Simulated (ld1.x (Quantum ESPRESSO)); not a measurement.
Configuration tests for aluminium (TM)

```json
{
 "Element": "aluminium (Al)",
 "Generator": "ld1.x (Quantum ESPRESSO) 7.5",
 "Type": "norm-conserving Troullier–Martins (Kleinman–Bylander form)",
 "Functional": "LDA (PZ)",
 "Relativity": "scalar-relativistic",
 "Frozen core": "[Ne]",
 "Valence charge": "3",
 "Reference configuration": "3s1.75 3p1.25",
 "Partial waves": "3s (bound): rc 1.90 bohr; 3p (bound): rc 1.75 bohr",
 "Local potential": "all-electron potential smoothed inside 1.30 bohr (lloc = -2)",
 "Core correction": "none"
}
```

Energies are relative to the spin-unpolarised reference configuration 3s1.75 3p1.25; without spin polarisation the order of configurations can differ from experiment. Spin-polarised rows fill each open shell by Hund’s rule, majority spin first.

```
         valence configuration  charge  ΔE all-electron (eV)  error AE − PS (meV)
                       3s2 3p1       0                -1.269                 +0.6
                       3s1 3p0      +2                23.955                  +80
                       3s1 3p2       0                 3.887                 +5.2
                     3s2 3p1.3    -0.3                -1.867                 +0.8
                       3s1 3p1      +1                10.397                  +18
                     3s2 3p0.5    +0.5                 0.856                 +0.5
3s1.75 3p1.25 (spin-polarised)       0                -0.328                  +24
      3s2 3p1 (spin-polarised)       0                -1.404                 +7.0
```

What are ΔE and the potential's error for 3s2 3p0?

ΔE = 4.578 eV all-electron; the error (AE − PS) is +2.4 meV.
